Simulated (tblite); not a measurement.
Species: C4H9FSSi.
Atom-mapped SMILES: `[CH3:1][CH2:2][Si:3]1([F:4])[CH2:5][S:6][CH2:7]1` (hydrogens: H8, H9, H10 on C1; H11, H12 on C2; H13, H14 on C5; H15, H16 on C7)

Computed geometry: GFN2-xTB, gas phase.

Entries marked ? are missing. Bonds in one row agree within 0.01 Å.

```tsv
coordinate	value
C1–C2	1.527 Å
C2–Si3	1.892 Å
Si3–F4	?
Si3–C5, Si3–C7	?
C5–S6, S6–C7	?
C1–H8, C1–H9, C1–H10	1.087 Å
C2–H11, C2–H12	1.091 Å
C5–H13, C7–H15	1.086 Å
C5–H14, C7–H16	1.087 Å
C1–C2–Si3	?
C2–Si3–F4	108.4°
C2–Si3–C5	120.0°
C2–Si3–C7	120.8°
F4–Si3–C5	110.3°
C5–Si3–C7	85.4°
Si3–C5–S6	?
C5–S6–C7	?
```

Fill in the missing values.

- Si3–F4 = 1.624 Å, drawn single (fluorine-bound silicon to silicon-bound fluorine); 0.06 Å below the sum of covalent radii, 1.68 Å.
- Si3–C5, Si3–C7 = 1.906 Å, drawn single (fluorine-bound silicon to sp3 carbon bound to sulfur); 0.04 Å above the sum of covalent radii, 1.87 Å.
- C5–S6, S6–C7 = 1.842 Å, drawn single (sp3 carbon bound to sulfur to sulfide sulfur); 0.03 Å above the sum of covalent radii, 1.81 Å.
- C1–C2–Si3 = 112.0°, at the sp3 carbon bound to silicon; the outer atoms are 2.842 Å apart.
- Si3–C5–S6 = 92.7°, at the sp3 carbon bound to sulfur, inside a 4-membered ring; the outer atoms are 2.711 Å apart.
- C5–S6–C7 = 89.1°, at the sulfide sulfur, inside a 4-membered ring; the outer atoms are 2.585 Å apart.

Radii are Cordero's, carbon taken as 0.76, 0.73 or 0.69 Å for four, three, and two or fewer neighbours.

Its GFN2-xTB frequencies are all real (lowest 39 cm⁻¹). The numbers are those of one conformer (C1–C2–Si3–F4 50°). 2 starts were optimised and ended at 0.00 and 0.02 kcal/mol (GFN2-xTB); the lowest of these is shown.

Hardware: an Arm Neoverse N1 with one thread, shared host with 64 logical CPUs at a one-minute load of 57. Cost: 0.93 s. These figures are those of the optimisation.
